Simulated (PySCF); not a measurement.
Geometries of 3 isomers of C4H9PSe, from PBE0-D3(BJ)/def2-SVP geometry optimisation, gas phase in PySCF. One conformer each, no zero-point energy, no frequencies.

Question: Which is lowest in electronic energy at this level?
A.
```xyz
15
angstrom
C     -1.448   -0.685    0.666
C     -0.939   -0.301   -0.698
C      0.288   -0.997   -1.308
P      0.483    0.782   -1.032
C      1.467    1.052    0.471
Se     0.548    2.245   -2.520
H     -1.959   -1.661    0.622
H     -2.166    0.058    1.044
H     -0.636   -0.775    1.402
H     -1.728   -0.107   -1.435
H      0.217   -1.337   -2.346
H      0.849   -1.676   -0.654
H      1.372    0.216    1.178
H      2.517    1.169    0.172
H      1.132    1.986    0.943
```
B.
```xyz
15
angstrom
C      2.714   -0.275    0.040
C      1.370    0.358   -0.042
C      0.237   -0.259   -0.392
P     -1.341    0.619   -0.443
C     -2.477   -0.411    0.544
Se    -1.299    2.648    0.085
H      2.693   -1.342   -0.225
H      3.124   -0.174    1.059
H      3.422    0.240   -0.629
H      1.299    1.428    0.206
H      0.223   -1.324   -0.660
H     -1.795    0.349   -1.767
H     -2.470   -1.456    0.196
H     -3.490    0.006    0.456
H     -2.160   -0.358    1.594
```
C.
```xyz
15
angstrom
C      2.865    0.085   -0.251
C      1.663   -0.010   -0.819
P      0.192    0.726   -0.057
Se     0.499    1.786    1.726
C     -1.002   -0.663    0.036
C     -2.374   -0.239    0.530
H      3.749   -0.371   -0.706
H      2.986    0.631    0.693
H      1.511   -0.546   -1.764
H     -0.345    1.495   -1.132
H     -0.537   -1.393    0.719
H     -1.046   -1.126   -0.965
H     -2.851    0.473   -0.162
H     -3.037   -1.111    0.625
H     -2.296    0.249    1.513
```

Answer: B. That is `C/C=C/[P@@H](C)=[Se]`, 2.9 kcal/mol below the next.

```json
{"SMILES": "C/C=C/[P@@H](C)=[Se]", "atoms numbered as above": "[CH3:1]/[CH:2]=[CH:3]/[P@@H:4]([CH3:5])=[Se:6]", "E (Eh)": "-2899.64753", "relative (kcal/mol)": "0.0", "relative (kJ/mol)": "0.0", "dipole (D)": "4.60"}
{"SMILES": "C[C@@H]1C[P@@]1(C)=[Se]", "atoms numbered as above": "[CH3:1][C@@H:2]1[CH2:3][P@@:4]1([CH3:5])=[Se:6]", "E (Eh)": "-2899.64285", "relative (kcal/mol)": "2.9", "relative (kJ/mol)": "12.3", "dipole (D)": "4.82"}
{"SMILES": "C=C[P@H](=[Se])CC", "atoms numbered as above": "[CH2:1]=[CH:2][P@H:3](=[Se:4])[CH2:5][CH3:6]", "E (Eh)": "-2899.64041", "relative (kcal/mol)": "4.5", "relative (kJ/mol)": "18.7", "dipole (D)": "4.37"}
```
